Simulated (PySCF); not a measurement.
C₂HCl₃.

```xyz
6

Cl     0.3468     2.2486     0.0000
C      0.9163     0.6378     0.0000
C      0.1102    -0.4320     0.0000
Cl    -1.5979    -0.3309     0.0000
Cl     0.7712    -2.0205     0.0000
H      1.9999     0.5134     0.0000
```
Charge 0, spin multiplicity 1.

The structure is a stationary point at PBE0-D3(BJ)/def2-SVP.

The numbers are results of PBE/pcSseg-1 run with PySCF, not measurements. Non-relativistic, no solvent.

Computed absolute GIAO shielding of each atom: isotropic value and principal components (ppm):
```
atom  σ(iso)    σ11    σ22    σ33   span
----  ------  -----  -----  -----  -----
Cl1    678.1  479.6  692.0  862.6  383.1
C2      55.1  -29.9   85.2  109.8  139.7
C3      38.5  -39.5   62.3   92.8  132.4
Cl4    598.8  399.5  535.2  861.7  462.2
Cl5    589.9  407.2  416.7  945.9  538.7
H6      25.1   19.9   26.9   28.5    8.6
```
